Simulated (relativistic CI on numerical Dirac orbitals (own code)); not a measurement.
**Hyperfine structure of Rh3+, mass number 103**

Calculated at this level of theory: Dirac-Coulomb-Breit CI, separate exchange-only KLI orbitals for each configuration, a model potential for QED, valence Slater integrals scaled by 0.85, P86 correlation energy added to each configuration (own radial code, finite nucleus).

Configuration list (outside the closed core [Ar] 3d10): 4s²4p⁶4d⁶, 4s²4p⁶4d⁵5s, 4s²4p⁶4d⁵5p, 4s²4p⁶4d⁵4f, 4s²4p⁶4d⁵5d, 4s²4p⁶4d⁵6s, 4s²4p⁵4d⁷, 4s²4p⁶4d⁵6p, 4s²4p⁶4d⁴5s5p, 4s²4p⁶4d⁵6d, 4s²4p⁶4d⁵5g, 4s4p⁶4d⁷, 4s²4p⁶4d⁴5s², 4s²4p⁶4d³5s²5p, 4s²4p⁶4d³4f5s², 4s²4p⁶4d³5s²5d, 4s²4p⁶4d³5s²6s. Double excitations out of closed p, d and f shells are left out; levels of such configurations are missing from the list, as are those of other unlisted configurations, and high levels can miss mixing partners.

Nuclear spin I = 1/2, μ = -0.08829 μN (tables of Stone and Pyykkö). The electronic factors are computed for point nuclear moments, without core polarisation; leaving it out makes A of s and p electrons in near-neutral atoms 20 to 40 % too small, and it can dominate for d and f shells.

```csv
Level,E (cm⁻¹),A (MHz)
4s²4p⁶4d⁶ ⁵D4,0.0,-69.91
4s²4p⁶4d⁶ ⁵D3,1497.3,-49.83
4s²4p⁶4d⁶ ⁵D2,2328.7,-43.19
4s²4p⁶4d⁶ ⁵D1,2886.6,-38.68
4s²4p⁶4d⁶ ³P2,17029.8,-53.25
4s²4p⁶4d⁶ ³H6,17214.7,-115.7
4s²4p⁶4d⁶ ³H5,17572.4,-112.7
4s²4p⁶4d⁶ ³F4,19451.8,-111.3
```

Levels with J = 0, under 50 % of one LS term, or S terms without an open s electron are left out. Small factors come from cancelling terms and can be off by tens of per cent or more.

Correlation outside the listed configurations is missing or only estimated: errors of thousands of cm⁻¹ between configurations and terms are usual at this charge. Rates and lifetimes follow the computed energies and can be off by large factors. The fine structure of a lone outer electron comes out too small, for d and f at times inverted, and misplaced configurations move strength between like terms.

Task: Give the hyperfine levels of 4s²4p⁶4d⁶ ⁵D4 relative to its centre of gravity.

Result: With K = F(F + 1) − I(I + 1) − J(J + 1), E = AK/2: F = 7/2: 174.8, F = 9/2: -139.8 MHz.

LS names give the leading component of a level, which can be under half, so a name can repeat, a term be missing and a line seem to break the LS rules.
